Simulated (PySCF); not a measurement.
Molecule: SMILES F[P+]([BH3-])(F)F, BF₃H₃P.

Atoms are numbered as in `[BH3-:1][P+:2]([F:3])([F:4])[F:5]` (H(Xn): hydrogen on atom n).

Geometry PBE0-D3(BJ)/def2-SVP throughout; GIAO in PySCF 2.14.0 with density-fitted response routines, gas phase, one conformer, non-relativistic; equivalent atoms averaged; functional PBE0.

For orientation, 6-31G gives these absolute shieldings σ: B1 161.7, P2 227.7, F3/F4/F5 246.7, H(B1) 30.99 ppm.

A run gave: B1 170.4, P2 459.7, F3/F4/F5 422.6, H(B1) 32.31 ppm (absolute shieldings σ).

Question: Which basis set was used in that run?
A. def2-SVP
B. STO-3G
C. 6-311+G(2d,p)
D. 6-31G*
E. def2-TZVP

Answer: B. P2 tells them apart best: STO-3G gives 459.7, def2-SVP gives 266.7, def2-TZVP gives 160.6, 6-31G* gives 254.2, 6-311+G(2d,p) gives 175.2 ppm.
